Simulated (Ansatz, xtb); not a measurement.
**Two structures of GeH3N2**

Structure X: a doublet given by its coordinates. Structure Y: `[H]/[N]=[Ge]/[NH2]`, a doublet. Both are isolated molecules in the gas phase, relaxed with r2SCAN-D4/def2-SVP; the shapes shown needn't be the lowest conformers.

X (Å):

```xyz
6

Ge    0.8420   -1.1411    1.0329
N     0.1181    0.0454   -1.4344
N     0.4868    0.2619   -0.1967
H     0.5857    1.2380    0.1143
H    -0.0106    0.9626   -1.8892
H     1.1748   -0.0192    2.1290
```

Close contacts (Å): Ge1–N3 1.90, N2–N3 1.31, Ge1–H6 1.60, N2–H5 1.03, N3–H4 1.03.

Y (Å):

```xyz
6

Ge   -0.2332   -1.5788   -0.1050
N     1.0733   -0.4805    0.5118
N    -1.3489   -0.5869   -1.0129
H     1.8144   -0.8187    1.1147
H    -2.2589   -0.8827   -1.3702
H     0.9778    0.5312    0.5161
```

Quicker runs give these differences E(Y) − E(X): GFN2-xTB −79.5 kJ/mol; HF/STO-3G −113.6 kJ/mol (at GFN2-xTB geometries); r2SCAN-D4/def2-SVP//GFN2-xTB −96.1 kJ/mol.

Estimate E(Y) − E(X) at the level CCSD(T)/def2-SVP.

Calculated at CCSD(T)/def2-SVP: E(Y) − E(X) = −93.0 kJ/mol, so structure Y lies lower.

How the difference moves with the method:

```tsv
level	geometry	E(Y) − E(X) (kJ/mol)	departure from the last row (kJ/mol)	job, with rough time for the two
GFN2-xTB	GFN2-xTB	−79.5	+13.5	optimisation, 0.44 s
HF/STO-3G	GFN2-xTB	−113.6	−20.6	single point, 3.7 s
r2SCAN-D4/def2-SVP//GFN2-xTB	GFN2-xTB	−96.1	−3.1	single point, 11 s
r2SCAN-D4/def2-SVP	r2SCAN-D4/def2-SVP	−94.5	−1.4	optimisation, 3.6 min
HF/def2-SVP	r2SCAN-D4/def2-SVP	−96.3	−3.3	part of the CCSD(T) run
MP2/def2-SVP	r2SCAN-D4/def2-SVP	−89.0	+4.0	part of the CCSD(T) run
CCSD(T)/def2-SVP	r2SCAN-D4/def2-SVP	−93.0		single point, 71 s
```

The levels shown agree on the order. The largest departure from CCSD(T)/def2-SVP is that of HF/STO-3G, 20.6 kJ/mol. MP2 in a larger basis moves the difference by −26.7 kJ/mol, a step that isn't added because spin contamination makes open-shell MP2 unreliable in this search.

With harmonic frequencies from r2SCAN-D4/def2-SVP (ideal gas, rigid rotor, one conformer each, 298.15 K, 1 atm): the zero-point term adds +0.7 kJ/mol; ΔH is −89.1 and ΔG −96.0 kJ/mol.

The T1 diagnostic of structure Y is large, so the coupled-cluster value is less sure. Open shells are spin-unrestricted. The correlated steps freeze 11 core orbitals; the filled d shell of Ge is correlated, in a basis made for valence electrons. Mirror images aren't counted in ΔG. Codes used: Ansatz 0.2.0, xtb 6.7.1; the last row on 1 thread of Intel(R) Xeon(R) Processor @ 2.50GHz (Skylake/Cascade Lake) on a shared host.
